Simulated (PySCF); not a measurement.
Isomers of C5H6OP2, mass 143.989 u with the commonest isotopes. Level of theory: CAM-B3LYP/def2-SVPD in PySCF (dipole) on a GFN2-xTB geometry, gas phase. One conformer each, none proved a minimum here; rigid rotors.

Task: Order these by dipole moment, smallest first.
A. `[CH3:1][O:2][c:3]1[cH:4][p:5][cH:6][cH:7][p:8]1` with C1–O2–C3–C4 179°
B. `[CH3:1][O:2][c:3]1[cH:4][p:5][cH:6][p:7][cH:8]1` with C1–O2–C3–C4 -1°
C. `[CH3:1][O:2][c:3]1[cH:4][cH:5][p:6][cH:7][p:8]1` with C1–O2–C3–C4 180°

Result: A (1.34 D), C (1.67 D), B (2.35 D).

Task: Order these by rotational constant A, largest first.
A. `[CH3:1][O:2][c:3]1[cH:4][cH:5][p:6][cH:7][p:8]1` with C1–O2–C3–C4 180°
B. `[CH3:1][O:2][c:3]1[cH:4][p:5][cH:6][p:7][cH:8]1` with C1–O2–C3–C4 -1°
C. `[CH3:1][O:2][c:3]1[cH:4][p:5][cH:6][cH:7][p:8]1` with C1–O2–C3–C4 179°

Result: A (3270 MHz), C (2783 MHz), B (2443 MHz).

```
    SMILES  point group  Ia (u·Å²)  Ib (u·Å²)  Ic (u·Å²)      κ  μa (D)  μb (D)  μc (D)
COc1ccpcp1           Cs     154.55     478.11     629.45  -0.79    1.65    0.28    0.00
COc1cpccp1           Cs     181.56     439.33     617.69  -0.66    1.06    0.82    0.02
COc1cpcpc1           Cs     206.90     445.89     649.54  -0.57    2.21    0.79    0.02
```
